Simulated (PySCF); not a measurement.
C₃S₂, SMILES S=C=C=C=S. Heavy atoms are numbered as in [S:1]=[C:2]=[C:3]=[C:4]=[S:5].

The structure is a stationary point at PBE0-D3(BJ)/def2-SVP.

Calculation: PBE/pcSseg-1 (PySCF).

GIAO shieldings, no solvent; atoms alike by connectivity are averaged. δ = σ(ref) − σ: ³³S against H2S (σ = 706.5 ppm); ¹³C against TMS (σ = 182.0 ppm), references at their B3LYP-D3(BJ)/def2-TZVP geometries, non-relativistic.

Computed chemical shifts:
```json
[
 {"nucleus": "³³S", "atoms": "S1", "count": "2", "δ (ppm)": "116.3"},
 {"nucleus": "¹³C", "atoms": "C2", "count": "2", "δ (ppm)": "130.8"},
 {"nucleus": "¹³C", "atoms": "C3", "count": "1", "δ (ppm)": "64.7"}
]
```
